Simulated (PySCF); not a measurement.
SMILES O(C)[Se][GeH3], singlet at its PBE0/def2-SVP optimised geometry (Å):

```
10

Se     0.7986    -1.0517     0.0000
O      0.9655    -0.0580     1.5260
C      1.1665     1.3173     1.3156
H      0.3174     1.7959     0.7937
H      1.2627     1.7692     2.3157
H      2.0886     1.5281     0.7448
Ge    -1.5642    -1.0517     0.0000
H     -1.9857    -1.7747    -1.2919
H     -2.0886    -1.7959     1.2380
H     -2.0769     0.3989     0.0000
```

Computed with PBE0/def2-TZVP (PySCF).

Map of the log10 of the electron density (e/bohr³), floored at −4 on the plane z = 0.6 Å:

```
|                             |
|                             |
|                             |
|               ..            |
|            ..:::::....      |
|           .:-====----:.     |
|           :-=+++++++==-:    |
|          .:=+*##*****+=:.   |
|     ...:::-=*#@%%##%#*+-:   |
|    .::-----=*%@%%%%@%#+=:   |
|   .:-====--=+#%%%%%@%#+-:   |
|   :-=++++===+**##%%##*=-.   |
|  .:-+****+===+*####*++-:.   |
|  .:=+*###*++++*###*+=-:.    |
|  .-=+*###**++*#%%##+=-:.    |
|  .-=+*#####**#%%%%#*=-:     |
|  .-=+*#%%%####%%@%#*+-:     |
|  .-=+##@@@%##%%@@%#*+-:.    |
|  :-=*#%@@@%##%%@@%#*+-:.    |
|  :-=*#%%%%####%%%%#*+-:.    |
|  .-=+##%##***##%%#*+=-:     |
|  .:=+*###*+++******+=:.     |
|  .:-=++*++===+++++==-:.     |
|   .:-=====---=====--:.      |
|    .::---:::::----::.       |
|     ...........::...        |
|                             |
|                             |
|                             |
```
Scale: ten equal steps from -4.00 (start of ' ') to -0.431 (end of '@'), in the order ' .:-=+*#%@'; x runs from -4.50 to 4.50, y from -4.50 (bottom) to 4.50 (top).
